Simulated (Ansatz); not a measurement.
`C[SiH2]F` + `N[SiH](F)F` → `F[SiH2]N[SiH](F)F` + CH₄ at 700 K and 1 bar (ligand exchange at the Si–C bond).

Computed with Ansatz on PBE0-D4/def2-TZVP structures; ΔE is electronic, products minus reactants. CCSD(T)/CBS adds triple-zeta CCSD(T) − MP2 to the extrapolated MP2 energy (def2 sets, frozen cores). This one scheme is used for every species. One conformer a species, not always the lowest.

```
            species  CCSD(T)/CBS energy (Eh)  H − E (kJ/mol)  S (J/(mol·K))
         `C[SiH2]F`               -430.00374           203.1          369.0
       `N[SiH](F)F`               -545.34917           165.4          392.7
`F[SiH2]N[SiH](F)F`               -934.91965           223.1          509.8
                CH₄                -40.46206           145.9          224.0
```

H − E and S are ideal-gas, rigid-rotor, harmonic terms from PBE0-D4/def2-TZVP, for one conformer and one mirror image of each species. 1 Eh = 2625.50 kJ/mol, R = 8.31446 J/(mol·K).

Task: By hand: ΔE, ΔH, ΔS and ΔG.

Result: ΔE = (-934.91965) + (-40.46206) − (-430.00374) − (-545.34917) = -0.02880 Eh = -75.6 kJ/mol. Δ(H − E) = 223.1 + 145.9 − 203.1 − 165.4 = 0.5, so ΔH = -75.1 kJ/mol. ΔS = 509.8 + 224.0 − 369.0 − 392.7 = -27.9 J/(mol·K). ΔG = -75.1 − 700 × (-27.9)/1000 = -55.6 kJ/mol.

Task: By hand: the equilibrium constant, and the temperature at which ΔG would vanish if ΔH and ΔS stayed fixed.

Result: log₁₀ K = −ΔG/(RT ln 10) = 4.1. ΔG = 0 at ΔH/ΔS = 2692 K, far beyond where these terms or the molecules hold.

ΔH outweighs TΔS. A doubt of 5 kJ/mol in ΔE shifts log₁₀ K by 0.4 here. Other conformers and mirror images would add mixing entropy, several J/(mol·K) or more a flexible species. Modes under 60 cm⁻¹, often nearly free rotors, make the harmonic entropy too high. These are equilibria of isolated gas molecules and say nothing of rates. Largest T1 diagnostic: 0.012 (customary marks: 0.02 for closed shells, 0.045 for open ones).
